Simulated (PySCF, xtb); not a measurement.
Ga₂O, SMILES [O]([Ga])[Ga] (connectivity only; charge and spin as stated), neutral, multiplicity 1.

GFN2-xTB (xtb) at its own geometry gives an orbital gap of 5.40 eV and a dipole moment of 0.00 D.

The structure is a stationary point at PBE0-D3(BJ)/def2-TZVP.

**Question.** What does B3LYP/def2-TZVPD (PySCF) give? (An estimate is asked for; the answer gives what the named calculation found.)

**Answer.** gap 4.90 eV (levels -6.21 and -1.31 eV), dipole 0.00 D.
